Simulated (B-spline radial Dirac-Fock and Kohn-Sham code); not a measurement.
## Anomalous scattering factors of Sn, 619.1 eV to 1.629 keV

The computed values come from a B-spline atomic structure program: the dispersion relation over Dirac-Hartree-Slater subshell photoionisation cross sections, with the Kissel-Pratt high-energy constant (isolated atom, no bound-bound lines or fine structure). The forward scattering factor is f₀ + f′ + i f″.

Edges near this range: M1 884.7 eV, M2 756.5 eV, M3 714.6 eV, M4 493.2 eV, M5 484.9 eV.

```csv
hν (eV),λ (Å),f′ (e),f″ (e),tabulated f′,tabulated f″
619.1,20.03,-27.756,28.908,–,29.52
643.4,19.27,?,?,?,?
936.4,13.24,-12.967,24.320,–,23.83
1000,12.40,-11.115,22.658,-11.36,22.26
1028,12.06,-10.465,21.972,-10.73,21.50
1041,11.91,-10.191,21.662,-10.43,21.16
1133,10.94,-8.627,19.634,-8.85,18.99
1151,10.77,-8.382,19.270,-8.57,18.61
1194,10.38,-7.860,18.438,-8.05,17.76
1253.6,9.890,-7.261,17.369,-7.47,16.66
1486.9,8.338,-5.839,13.970,-6.01,13.23
1629,7.611,-5.416,12.371,-5.58,11.69
```

**Question.** What are f′ and f″ at 643.4 eV?

**Answer.** f′ = -26.034 and f″ = 27.842 electrons (tables: – and 28.30). By the optical theorem f″ corresponds to a photoabsorption cross section 2 rₑ λ f″ = 3.02e+06 b.

Tabulated f′: xraylib 4.2 anomalous scattering factors (Cullen et al., EPDL97); f″: Chantler's tables (J. Phys. Chem. Ref. Data 1995 and 2000). Both are theoretical tables.
